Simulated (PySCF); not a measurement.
Question: Give a PBE0-D3(BJ)/def2-SVP geometry of `C=CC[SiH2]N`.

Answer: 
Z-matrix in Å and degrees, rows numbered from 1:
```
C 
C   1  1.3363
C   2  1.4924  1  126.02
Si  3  1.8912  2  110.42  1   100.43
N   4  1.7362  3  108.86  2    49.46
H   1  1.0949  2  121.57  3     2.65
H   1  1.0929  2  121.36  3  -177.71
H   2  1.0978  1  118.42  3   177.28
H   3  1.1027  2  111.38  1   -19.87
H   3  1.1027  2  110.87  1  -140.18
H   4  1.5031  3  107.00  2   -75.75
H   4  1.4963  3  111.37  2   166.60
H   5  1.0143  4  118.11  3   157.84
H   5  1.0151  4  118.30  3   -65.70
```

N5 (silicon-bound nitrogen) is pyramidal (angles 118.3°, 118.1° and 109.9°, sum 346.3°, 0.26 Å off the plane of its three neighbours). Si4 (SiH2 silicon) is distorted tetrahedral (angles from 106.5° to 115.3°). The 2 C–C bonds span 1.336 Å (C1=C2, drawn double) to 1.492 Å (C2–C3, drawn single), a spread of 0.156 Å.

Theory: PBE0-D3(BJ)/def2-SVP geometry optimisation, gas phase in PySCF.

Point group: C1 (no symmetry element, even within 0.4 Å). No frequency check. One conformer, not necessarily the lowest (C1–C2–C3–Si4 100°, C2–C3–Si4–N5 49°, C3–Si4–N5–H 158° and -66°).
